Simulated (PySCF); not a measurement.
## In³⁺ (indium, charge +3): BLYP calculation

Configuration: [Kr] 4d10, closed-shell 1S. Calculation: PySCF 2.14, in aug-cc-pVTZ-DK3 (8s7p5d2f, 68 functions); scalar relativity by spin-free X2C-1e.

| Property | Result |
| --- | --- |
| Total energy | -5878.97 hartree |
| One-electron energy | -8039.29 hartree |
| Hartree (Coulomb) energy | 2321.12 hartree |
| Exchange-correlation energy | -160.81 hartree |
| ⟨S²⟩ | 0.0000 |
| ⟨L²⟩ | 0.000 |
| Sum of ⟨r⟩ | 25.76 bohr |
| Sum of ⟨r²⟩ | 25.70 bohr² |
| Langevin diamagnetic susceptibility | -20.4 ×10⁻⁶ cm³/mol |

```csv
shell,electrons,mean orbital energy (eV),"rms radius, mean of both spins (bohr)"
1s,2,-27735.4,0.0340
2s,2,-4179.5,0.139
2p,6,-3757.4,0.124
3s,2,-817.37,0.372
3p,6,-678.83,0.373
3d,10,-462.50,0.353
4s,2,-149.13,0.902
4p,6,-107.69,0.985
4d,10,-47.806,1.26
```

Densities and radii are taken from the X2C orbitals without a picture-change correction, which distorts them close to the nucleus.
